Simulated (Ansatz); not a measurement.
Total energies of `Cl[Se][Se]Cl`.

```xyz
4

Cl    0.1916   -2.2836   -0.6117
Se    1.2680   -0.4647   -0.0534
Se   -0.0960    1.2323   -0.5466
Cl   -1.3636    1.5160    1.2117
```

Total charge 0; spin multiplicity 1. Correlated methods include outer-core shells of Se, which these sets cover unevenly. Scalar relativity is left out up to krypton. Geometry: relaxed with PBE0-D4/def2-TZVP. It is one conformer, not always the lowest. Basis def2-TZVPP, Ansatz 0.2.0.

RPA on PBE orbitals: Hartree–Fock energy of these orbitals -5718.65261 Eh, correlation -1.41714 Eh (frozen core).

| functional | kind | energy without D4 (Eh) | D4 term (kJ/mol) |
| --- | --- | --- | --- |
| BLYP | GGA | -5723.65173 | -37.5 |
| r2SCAN | meta-GGA | -5723.49042 | -3.8 |
| B97M-V | meta-GGA with VV10 | -5722.45216 | – |
| PBE0 | global hybrid, 25 % exact exchange | -5722.70236 | -15.2 |
| B3LYP | global hybrid, 20 % | -5723.66705 | -29.5 |
| r2SCANh | meta-GGA hybrid, 10 % | -5723.47745 | -4.2 |
| r2SCAN0 | meta-GGA hybrid, 25 % | -5723.45997 | -4.8 |
| HSE06 (plane-wave form) | screened hybrid | -5722.69421 | -14.6 |
| CAM-B3LYP | range-separated hybrid | -5723.83716 | -16.1 |
| LC-ωPBE | long-range corrected hybrid | -5722.64323 | – |
| ωB97X-V | range-separated hybrid GGA with VV10 | -5722.98025 | – |
| ωB97M-V | range-separated hybrid meta-GGA with VV10 | -5723.25554 | – |
| B2PLYP | double hybrid | -5722.55172 | – |
| PBE-QIDH | double hybrid | -5721.89083 | – |

Task: Give the same for LDA (SPW92), PBE, revPBE, BHLYP. (Estimate.)

Result: Computed: 
| functional | kind | energy without D4 (Eh) | D4 term (kJ/mol) |
| --- | --- | --- | --- |
| LDA (SPW92) | LDA | -5713.78127 | – |
| PBE | GGA | -5722.49072 | -17.7 |
| revPBE | GGA | -5723.01403 | -40.5 |
| BHLYP | global hybrid, 50 % | -5723.53323 | -28.0 |

B3LYP takes the VWN-RPA correlation (the form of Gaussian; ORCA's B3LYP/G). HSE06 is the plane-wave form, built on full-range PBE exchange. The double hybrids freeze the cores in their second-order part.

LC-ωPBE has ω = 0.4 bohr⁻¹.
